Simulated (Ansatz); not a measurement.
Consider the substitution at a C–O bond: `CC(F)OCCF` + HI → `FCCI` + `CC(O)F`.

Program: Ansatz. Geometries: PBE0-D4/def2-TZVP. ΔE: electronic, gas phase. CCSD(T)/CBS is the MP2 limit (def2-TZVPP, def2-QZVPP) plus CCSD(T) − MP2 in def2-TZVPP, frozen cores. Functionals use def2-TZVPP. def2 core potentials past Kr. For I outer-core shells are correlated without core-valence functions, which leaves a few kJ/mol of doubt a bond. One conformer a species, not always the lowest.

**Question.** Is it downhill or uphill in electronic energy at CCSD(T)/CBS, and by how much? (Best estimate.)

**Answer.** Ansatz gave: Downhill: ΔE = -0.42 eV.

**Question.** What do these levels give: B2PLYP, PBE0, MP2/def2-TZVPP, CCSD(T)/def2-TZVPP, HF/def2-QZVPP, MP2/CBS(def2)? (An estimate is asked.)

**Answer.** The calculation gave: B2PLYP -0.36, PBE0 -0.37, MP2/def2-TZVPP -0.45, CCSD(T)/def2-TZVPP -0.34, HF/def2-QZVPP -0.25, MP2/CBS(def2) -0.54 eV.

Largest T1 diagnostic among the species: 0.011.

In def2-TZVPP, CCSD(T) changes the Hartree–Fock value by −0.09 eV (the triples alone add −0.02 eV) and MP2 by −0.20 eV.
